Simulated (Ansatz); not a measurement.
A run for Ansatz (a quantum-chemistry and plane-wave program): R-HF/def2-TZVPP on F2Zn (SMILES [F][Zn][F]), atoms moved off the minimum.

Ansatz 0.2 input:
```yaml
crystal:
  periodic: [false, false, false]
  atoms:
    - {symbol: Zn, position_ang: [-0.03368496, 0.03554694, 0.13598659]}
    - {symbol: F, position_ang: [0.01539603, 0.01363029, 1.76366411]}
    - {symbol: F, position_ang: [-0.10187255, -0.12683316, -1.60195647]}
basis:
  gaussian:
    orbitals: def2-TZVPP
hamiltonian:
  xc: {name: HF}
scf: {lower_state_search: off}
output: {forces: true}
```

The log:

```
WARN ansatz: RAYON_NUM_THREADS=1 ignored (pool sized by the plan → 1); use --threads N
Functional definition: HF
these checks for a lower state are left out or cut short: stability, starts, cluster_reference, orbital_swaps, neighbouring_geometries, increment
integrals: 0.05 GiB planned
1084 factors; their error is unknown
mean field: 0.30 GiB planned
mean field evaluation 1: about -53788.7354 eV, gradient 4.3e1 eV
mean field evaluation 2: about -53790.2461 eV, gradient 3.5e1 eV
mean field evaluation 4: about -53791.6060 eV, gradient 1.8e0 eV
mean field evaluation 8: about -53791.6110 eV, gradient 4.2e-2 eV
mean field evaluation 16: about -53792.0546 eV, gradient 9.4e-7 eV
mean field -53792.05458629 eV, -1976.8215444819 hartree, gradient 9.4e-7 eV, S^2 0.000000; 0 other end points of the search recorded, 0 dependent functions left out
the calculation of the forces begins
reference -53792.05458629 eV, -1976.8215444819 hartree; 24, 24 occupied and 102, 102 virtual orbitals, 1084 factors
Total energy: -53792.05458629 eV, -1976.8215444819 hartree
Atom 0 at    -0.033685     0.035547     0.135987 Å, force    -0.147506    -0.183750    -4.214264 eV/Å
Atom 1 at     0.015396     0.013630     1.763664 Å, force     0.131872     0.060549     4.049105 eV/Å
Atom 2 at    -0.101873    -0.126833    -1.601956 Å, force     0.015635     0.123201     0.165159 eV/Å
Dipole moment:     0.013208     0.118773     0.099652 e Å
Checks for a lower state left out: stability, starts, cluster_reference, orbital_swaps, neighbouring_geometries, increment
```

The calculation finished and met its thresholds.

Cost: roughly 3 core-seconds.
